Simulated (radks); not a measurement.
The numbers below are computed, except where a source is named.
Trend from La to Ho: ionisation energy by Delta-SCF between NIST ground configurations, and size. Code: a radial shooting solver on a logarithmic mesh with Libxc functionals. Model: scalar-relativistic Kohn-Sham, SCAN, spin-unpolarised, spherical densities, finite nucleus; meta-GGA in the generalised Kohn-Sham scheme; Fermi nuclear charge, rms radius of each element as measured or else 0.836 A^(1/3) + 0.57 fm.

species,configuration,configuration of the ion,IE (eV),NIST (eV),kind,-e(HOMO) (eV),outermost,<r> outermost (bohr)
La,[Xe] 5d1 6s2,[Xe] 5d2,6.063,5.577,exp.,2.961 (5d),6s,4.47
Ce,[Xe] 4f1 5d1 6s2,[Xe] 4f1 5d2,6.261,5.539,exp.,2.937 (5d),6s,4.39
Pr,[Xe] 4f3 6s2,[Xe] 4f3 6s1,5.754,5.470,semi-emp.,0.860 (4f),6s,4.55
Pm,[Xe] 4f5 6s2,[Xe] 4f5 6s1,5.927,5.582,exp.,1.868 (4f),6s,4.40
Gd,[Xe] 4f7 5d1 6s2,[Xe] 4f7 5d1 6s1,6.758,6.150,exp.,2.407 (5d),6s,3.98
Ho,[Xe] 4f11 6s2,[Xe] 4f11 6s1,6.426,6.022,exp.,3.113 (4f),6s,4.05

Reference values: NIST Atomic Spectra Database (exp. = measured, semi-emp. = semi-empirical, theory = theoretical value adopted there). Spin polarisation and multiplet splitting are left out, so open shells lie too high by an amount that depends on their filling. Spin-orbit splitting is averaged out at the scalar-relativistic level.

Beside tabulated values, note that spin-unpolarised runs miss the spin-polarisation part of the exchange energy of open shells.
